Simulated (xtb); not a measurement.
Te(OH)(SMe) (CH₄OSTe), SMILES CS[Te]O. All values are semi-empirical tight-binding results from xtb (GFN2-xTB unless named), good for trends rather than for accurate numbers. The structure is a stationary point at GFN2-xTB. The values are those of a single conformer.

Computed properties:
```json
{
  "orbital_gap": "3.85 eV",
  "zero_point_energy": "31.6 kcal/mol",
  "G − E(el) at 298.15 K (modified RRHO)": "11.1 kcal/mol",
  "static polarisability (D4 model)": "79.0 bohr³",
  "solvation energy, GFN2-xTB/ALPB(water)": "-6.0 kcal/mol",
  "solvation energy, GFN2-xTB/ALPB(acetonitrile)": "-8.6 kcal/mol"
}
```
